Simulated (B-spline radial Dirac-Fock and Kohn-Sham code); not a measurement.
**EELS cross sections of the Ta O3 edge**

System: the free tantalum atom in the configuration [Xe] 4f14 5d3 6s2. Model: the first Born approximation with generalised oscillator strengths from a Dirac-Hartree-Slater potential (longitudinal and transverse terms; continuum final states only, so no white lines or fine structure). Program: a radial B-spline solver. The edge is taken at 41.20 eV (orbital energy of the model).

Partial cross sections σ(β, Δ) in barn, integrated over a window Δ above the edge and up to the collection semi-angle β, for parallel illumination:

```
E₀ (kV)  β (mrad)  Δ = 25 eV  Δ = 50 eV  Δ = 100 eV  Δ = 200 eV  Δ = 300 eV
     60         5     103000     117000      122000      124000      125000
     60        20     181000     221000      239000      244000      246000
     60       100     201000     261000      305000      330000      339000
     80         5      91000     104000      109000      111000      111000
    100        10     109000     129000      136000      139000      140000
    100       100     139000     180000      209000      227000      233000
    120        10     101000     120000      127000      130000      131000
    120        20     120000     151000      168000      173000      175000
    120       100     123000     159000      185000      200000      205000
    200        10      82500     100000      108000      110000      111000
    200        20          ?          ?           ?           ?           ?
    200       100      91300     117000      136000      147000      151000
    300         5      59600      69800       73900       75600       76100
    300        50      75700      96900      112000      121000      124000
```

Q: Give the row for 200 kV and 20 mrad.

A: 90600 b for 25 eV, 116000 b for 50 eV, 132000 b for 100 eV, 138000 b for 200 eV, 139000 b for 300 eV.

Values without a named source are computed, but for edge energies of neutral atoms, which are taken from tables.
